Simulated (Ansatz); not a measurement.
System: sum formula KOH, net charge 0, singlet state. 
Coordinates optimised at B3LYP-D3(BJ)/def2-TZVP (Ansatz, a quantum-chemistry and plane-wave program):
```
O
H 1 0.9574
K 1 2.2222 2 180.00
```
Charge 0, spin multiplicity 1.

Parts of the frozen-core correlation energy in def2-SVP (Ansatz, hartree). Frozen orbitals: 10; correlated occupied orbitals by spin: 4 and 4; virtual: 29 and 29. Spin-orbit coupling is left out. Non-relativistic.

| term | value |
|---|---|
| reference (HF) | -674.45907 |
| MP2 opposite-spin | … |
| MP2 same-spin | … |
| CCSD correlation | -0.21067 |
| (T) | … |
| CCSDT minus CCSD(T) | -0.00017 |
| CCSDT(Q) minus CCSD(T) | -0.00090 |
| T1 diagnostic | 0.020 |
| largest doubles amplitude | 0.045 |

Q: What belongs in the gaps?

A: 
- MP2 opposite-spin, value: -0.15190
- MP2 same-spin, value: -0.05462
- (T), value: -0.00362
